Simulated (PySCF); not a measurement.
GaCl2I, SMILES [Cl][Ga]([Cl])[I].

Coordinates come from a PBE0-D3(BJ)/def2-SVP optimisation. The structure was generated by enumeration; whether it is a known compound was not checked. The def2 effective core potentials stand for the cores of I; spin–orbit coupling is left out.

Computed with PySCF 2.14.0 with TDA-LC-ωPBE/def2-SVPD.

Vertical excitations. Gas-phase values at a fixed geometry. State labels are in the subgroup C2v.

```
state  symmetry  energy (eV)  λ (nm)      f                                              main pairs
-----  --------  -----------  ------  -----  ------------------------------------------------------
S1           B2         5.33     233  0.013                                          HOMO→LUMO 91 %
S2           B1         5.43     228  0.007                                        HOMO−1→LUMO 92 %
S3           A2         5.98     207  0.000                                        HOMO→LUMO+1 97 %
S4           A1         6.30     197  0.001                    HOMO−1→LUMO+1 73 %, HOMO−2→LUMO 22 %
S5           B2         6.81     182  0.020                                        HOMO−3→LUMO 86 %
S6           A2         6.90     180  0.000                                        HOMO−4→LUMO 88 %
S7           B1         6.93     179  0.001                                      HOMO−2→LUMO+1 96 %
S8           A1         7.06     175  0.373  HOMO−2→LUMO 59 %, HOMO−1→LUMO+1 15 %, HOMO−6→LUMO 12 %
S9           A2         7.15     174  0.000                                      HOMO−3→LUMO+1 96 %
S10          B1         7.48     166  0.037                                        HOMO−5→LUMO 86 %
T1           B2         4.79     259      0                                          HOMO→LUMO 88 %
T2           B1         4.93     252      0                                        HOMO−1→LUMO 88 %
T3           A1         5.62     221      0                    HOMO−1→LUMO+1 53 %, HOMO−2→LUMO 37 %
T4           A2         5.85     212      0                                        HOMO→LUMO+1 97 %
```
Triplets are in the Tamm–Dancoff approximation.
